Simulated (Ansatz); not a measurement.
**How methods differ on BF3 (boron trifluoride)**

The species is BF3 (4 atoms), meant as a singlet with charge 0. SMILES: `FB(F)F`. The coordinates come from a PBE0-D4/def2-TZVP relaxation.

```csv
atom,x (Å),y (Å),z (Å)
F,0.5439,0.2107,1.1743
B,0.0000,0.0000,0.0000
F,-0.2652,-1.2235,-0.3896
F,-0.2787,1.0128,-0.7847
```

Quantity: the energy change with the F1–B2 bond stretched from 1.311 to 3.278 Å, in eV. The values are calculated.

```csv
level,kind,program,value (eV),CPU time (all runs)
HF/STO-3G (restricted),Hartree–Fock,Ansatz,12.58,0.21 s
SVWN5/STO-3G (restricted),LDA,Ansatz,9.14,1.4 s
revPBE/STO-3G (restricted),GGA,Ansatz,8.17,2.2 s
r2SCAN/STO-3G (restricted),meta-GGA,Ansatz,8.85,5.4 s
BHLYP/STO-3G (restricted),global hybrid,Ansatz,10.67,2.3 s
r2SCAN0/STO-3G (restricted),hybrid meta-GGA,Ansatz,9.90,5.8 s
HSE06/STO-3G (restricted),range-separated hybrid,Ansatz,9.55,3.1 s
B2PLYP/STO-3G (restricted),double hybrid,Ansatz,8.10,3.3 s
MP2/STO-3G (restricted),perturbation theory,Ansatz,7.31,0.31 s
CCSD/STO-3G (restricted),coupled cluster or CI,Ansatz,6.32,0.45 s
```

The first shape isn't each level's own minimum. The values span 6.32 to 12.58 eV. All rows use very small basis sets, so none should be taken for the real molecule's value. In so small a basis fixed costs decide the times, and correlated methods can beat functionals. CPU times are rough (shared hosts, several kinds of processor and program).
